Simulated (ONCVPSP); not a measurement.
**Before and after: ONCV potential for As**

| Quantity | Value |
| --- | --- |
| Element | As |
| Generator | ONCVPSP 4.0.1 |
| Type | optimised norm-conserving Vanderbilt (ONCV) |
| Functional | PBE |
| Relativity | scalar-relativistic |
| Frozen core | [Ne] |
| Valence charge | 23 |
| Reference configuration | 3s2 3p6 3d10 4s2 4p3 |
| Partial waves | 3s+4s: rc 1.20 bohr, ncon 4, nbas 8, qcut 11.8 1/bohr, 2 projectors; 3p+4p: rc 1.00 bohr, ncon 4, nbas 9, qcut 16.1 1/bohr, 2 projectors; 3d: rc 0.90 bohr, ncon 4, nbas 9, qcut 16 1/bohr, 1 projector |
| Local potential | polynomial inside 0.90 bohr (lpopt 5, dvloc0 3 Ha) |
| Core correction | none |

All-electron outer shells of the reference configuration (PBE, scalar-relativistic, ld1.x):

```csv
shell,level (eV),outermost node (bohr),outermost maximum (bohr)
2s,-1486.76,0.06,0.17
2p,-1303.65,–,0.14
3s,-190.31,0.25,0.52
3p,-133.68,0.22,0.52
3d,-40.65,–,0.47
4s,-14.49,0.73,1.61
4p,-5.19,0.78,2.00
```

Change: all radii scaled by about 1.07 (s 1.28, p 1.08, d 0.96 bohr); local potential polynomial inside 0.96 bohr (lpopt 5, dvloc0 3 Ha).

Cutoffs: the cutoffs (Ha) at which the residual kinetic energy of the hardest occupied pseudo-wave falls to 1 and 0.1 mHa per electron; they do not see the model core or the augmentation charge, which bear on the density cutoff. Errors are all-electron minus pseudo energies relative to the spin-unpolarised reference configuration.

Task: What does the change do?

Result: The potential gets neither clearly harder nor softer (113 Ha and 126 Ha → 107 Ha and 118 Ha); the d channel sets the loose cutoff, while the largest relative change is in s, which becomes softer; of the 4 tests that both files solve, the error grows in 1 and shrinks in 0 by more than 15 % and 0.3 meV (median size 3.3 → 3.6 meV); neither file shows a bound ghost.

| quantity | base | changed |
| --- | --- | --- |
| cutoff, loose | 113 Ha | 107 Ha |
| cutoff, tight | 126 Ha | 118 Ha |
| loose cutoff by channel | s 37 Ha, p 70 Ha, d 113 Ha | s 29 Ha, p 70 Ha, d 107 Ha |
| bound ghosts | none | none |
| GHOST(+) flags under 300 eV | none | none |
| error for 3s2 3p6 3d10 4s2 4p2, meV [ΔE 9.15 eV] | -0.6 | -0.7 |
| error for 3s2 3p6 3d10 4s2 4p1, meV [ΔE 27.07 eV] | -2.2 | -2.3 |
| error for 3s2 3p6 3d10 4s2 4p0, meV [ΔE 54.77 eV] | -4.5 | -4.9 |
| error for 3s2 3p5 3d10 4s2 4p3, meV [ΔE 144.41 eV] | -156 | -195 |
